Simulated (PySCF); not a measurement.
Worked example: dipole moment from atomic charges

GaFCl2, SMILES [F][Ga]([Cl])[Cl]. Atoms are numbered in the order given.

```xyz
4

Ga     0.0000     0.0000     0.2522
F      0.0000     0.0000     1.9877
Cl     0.0000     1.8572    -0.7561
Cl     0.0000    -1.8572    -0.7561
```
Charge 0, spin multiplicity 1.

Coordinates come from a PBE0-D3(BJ)/def2-SVP optimisation.

Charges (e) from HF/def2-TZVPD in PySCF:

```csv
atom,IAO,ESP fit
Ga1,1.260,0.934
F2,-0.599,-0.409
Cl3,-0.331,-0.262
Cl4,-0.331,-0.262
```

The dipole moment of the full density is 0.89 D.

Task: What dipole moment does each set of point charges give, and which comes closer to that of the density?

Result: 
μ = Σ q r, and 1 e Å = 4.8032 D.
IAO: Σ q r = (0.000, 0.000, -0.372) e Å, |μ| = 1.79 D.
ESP fit: Σ q r = (0.000, 0.000, -0.181) e Å, |μ| = 0.87 D.
ESP fit comes closer in size. Point charges leave out the atoms' own dipoles (lone pairs, polarised bonds); fits to the potential absorb them, partitions of the density don't.
